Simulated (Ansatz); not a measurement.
Dissociation curve of GaB, lowest singlet found (which spin is the ground state isn't settled by this scan).

Methods: RHF/aug-cc-pVDZ (Ansatz, a first-principles code); RMP2 = MP2 on RHF/aug-cc-pVDZ, cores with 3d frozen (Ansatz); RKS-PBE = restricted PBE/aug-cc-pVDZ (Ansatz); RKS-CAM-B3LYP = Ansatz with restricted CAM-B3LYP/aug-cc-pVDZ; FCI = full CI/aug-cc-pVDZ, cores with 3d frozen (Ansatz).

All curves are set to zero at 2.45 Å and compared with full CI in the same basis at 2.45, 2.58, 2.79, 3.02, 3.30, 3.65, 4.04, 4.50, 5.16 Å.

**Question.** Order the methods by the spread of their error (largest minus smallest) over these points.

**Answer.** RKS-PBE has the smallest spread and RHF the largest. In order (eV): RKS-PBE 0.6463, RMP2 0.8806, RKS-CAM-B3LYP 1.3205, RHF 1.6213.

Errors against full CI at some of the points (eV):

```csv
method,3.02 Å,3.65 Å,5.16 Å
RKS-PBE,-0.032,0.109,0.601
RMP2,0.088,0.318,0.881
RKS-CAM-B3LYP,0.152,0.464,1.320
RHF,0.199,0.574,1.621
```

The scan ran from 1.49 to 6.98 Å; beyond the distances shown full CI changes its symmetry label. The restricted form behind RHF, RMP2, RKS-PBE, RKS-CAM-B3LYP keeps the bonding electrons paired and can't separate into open-shell fragments. The T1 diagnostic of CCSD on the restricted reference of RMP2 exceeds 0.045 at 4.04 to 5.16 Å.
